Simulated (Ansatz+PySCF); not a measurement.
Values are calculated unless marked as measured or tabulated.
**Several solutions for triplet NiCl₂**

```xyz
3

Ni    0.0000    0.0000    0.0000
Cl    0.0000    0.0000    2.0560
Cl    0.0000    0.0000   -2.0560
```

Basis set: def2-SVP (spherical functions). Charge 0, multiplicity 3.

ωB97X (unrestricted) was run from several starts with Ansatz (development build ahead of 0.2.0) and PySCF 2.14.0.

```csv
run,program,start,converged,energy (hartree),<S²>
A,PySCF,"guess atom, instabilities followed",no,–,–
B,Ansatz,"atomic start, no search",yes,-2428.33276,–
C,PySCF,"guess minao, instabilities followed",no,–,–
D,Ansatz,stability test followed,yes,-2428.33507,2.00
E,Ansatz,"atomic start, no search",yes,-2428.33275,2.00
F,PySCF,program defaults,yes,-2428.24628,2.00
G,PySCF,"guess huckel, instabilities followed",no,–,–
H,Ansatz,search for the lowest state,yes,-2428.33507,2.00
```

Question: Which runs reached the lowest solution of this kind, and what is wrong with the others?

Answer: D, H reached the lowest solution found. Converged but too high: B by 0.06 eV, E by 0.06 eV, F by 2.42 eV. Convergence only shows a stationary point, and even a stable one can lie too high; stability tests and further starts are what find lower ones. Not converged: A, C, G. Caution: other spin multiplicities were not run.
